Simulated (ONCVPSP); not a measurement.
germanium (Ge): one change to an ONCV potential, before and after

Ge (Z = 32), optimised norm-conserving Vanderbilt (ONCV), made with ONCVPSP 4.0.1 (PBE, scalar-relativistic). Core [Ar] 3d10, reference 4s2 4p2. Waves: 4s: rc 1.55 bohr, ncon 4, nbas 7, qcut 4 1/bohr, 2 projectors, debl 1.7 Ha; 4p: rc 1.65 bohr, ncon 3, nbas 6, qcut 5.7 1/bohr, 3 projectors, debl 1 Ha; d scattering state at 0.07 Ha: rc 1.65 bohr, ncon 3, nbas 7, qcut 6.5 1/bohr, 2 projectors, debl 2.6 Ha. Local part: polynomial inside 1.05 bohr (lpopt 5, dvloc0 0 Ha). Core correction: none.

Change: s: debl 5.15.

Cutoffs: the cutoffs (Ha) at which the residual kinetic energy of the hardest occupied pseudo-wave falls to 1 and 0.1 mHa per electron; they do not see the model core or the augmentation charge, which bear on the density cutoff. Errors are all-electron minus pseudo energies relative to the spin-unpolarised reference configuration.

Problem. What does the change do?

Solution. The potential gets neither clearly harder nor softer (8.8 Ha and 23 Ha → 8.8 Ha and 23 Ha); both files keep a bound ghost (d, p); the lowest positive-energy flag moves from s at 17.8 eV to s at 71.4 eV; the errors of the 4 common tests hardly move; the range in which the s phases agree narrows (upper end at the end of the scan → 2.5).

| quantity | base | changed |
| --- | --- | --- |
| cutoff, loose | 8.8 Ha | 8.8 Ha |
| cutoff, tight | 23 Ha | 23 Ha |
| bound ghosts | p, d | p, d |
| GHOST(+) flags under 300 eV | s at 17.8 eV | s at 71.4 eV |
| error for 4s2 4p1, meV [ΔE 7.44 eV] | -3.8 | -3.6 |
| error for 4s2 4p0, meV [ΔE 22.88 eV] | -10 | -9.2 |
| error for 4s1 4p0, meV [ΔE 57.68 eV] | +75 | +76 |
| error for 4s1 4p3, meV [ΔE 7.97 eV] | +10 | +10 |
| s: phases at 1.58 bohr within 0.05 rad from the reference energy up to (Ha; the scan ends near 5) | to the end of the scan | 2.5 |
| p: phases at 1.67 bohr within 0.05 rad from the reference energy up to (Ha; the scan ends near 5) | to the end of the scan | to the end of the scan |
| d: phases at 1.67 bohr within 0.05 rad from the reference energy up to (Ha; the scan ends near 5) | 0.9 | 0.9 |

Base: The cutoffs count occupied waves only; projector 2 of the d channel, the hardest unoccupied one, needs 125 Ha at the loose tolerance. Changed file: The cutoffs count occupied waves only; projector 2 of the d channel, the hardest unoccupied one, needs 125 Ha at the loose tolerance. A true bound ghost makes a file unfit for plane-wave use even where its test errors are small: the radial tests pick states by their node count and pass the ghost by.
